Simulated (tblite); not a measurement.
Task: Give a GFN2-xTB geometry of InChI=1S/ClH10NSi4/c1-6(5)2(3)4/h6H,3-5H3/t6-/m1/s1.

Result: 
```
atom  x, y, z in Å
Si1   -1.4576   -1.3714   -0.5269
N2    -0.7247    0.0992    0.0701
Si3   -1.4492    1.6300   -0.3417
Si4    0.6593    0.0125    1.1320
Si5    2.6019   -0.1712   -0.1038
Cl6    0.3706   -1.5918    2.3361
H7    -2.1201   -1.0393   -1.7840
H8    -0.3803   -2.3367   -0.7474
H9    -2.4233   -1.8733    0.4509
H10   -2.7329    1.7741    0.3475
H11   -0.5066    2.6644    0.0815
H12   -1.6276    1.6668   -1.7917
H13    0.5457    1.1527    2.0473
H14    2.6499    0.8096   -1.1941
H15    3.7845    0.0730    0.7305
H16    2.8028   -1.4894   -0.7177
```

Orientation and origin are arbitrary. Atoms count from 1 in this order. Si4 (chlorine-bound silicon) is distorted tetrahedral (angles from 103.5° to 117.4°). Si5 (SiH3 silicon) is distorted tetrahedral (angles from 106.1° to 114.2°). Si1 (SiH3 silicon) is tetrahedral (angles from 107.0° to 111.1°). N2 (nitrogen bridging silicon atoms) is planar (angles 121.1°, 119.9° and 118.9°, sum 359.9°, 0.03 Å off the plane of its three neighbours).

Bonds between heavy atoms (Å): Si1–N2 1.748, N2–Si3 1.743, N2–Si4 1.747, Si4–Si5 2.310, Si4–Cl6 2.027.

Structure optimised with GFN2-xTB, isolated species.

Point group: C1 (no symmetry element, even within 0.4 Å). Its lowest GFN2-xTB frequency is 11i cm⁻¹, too small to tell a flat minimum from a shallow saddle. The numbers are those of one conformer (Si1–N2–Si4–Si5 85°). 2 starts were optimised and ended at 0.00 and 0.45 kcal/mol (GFN2-xTB); the lowest of these is shown.

All values are computed, not measured.
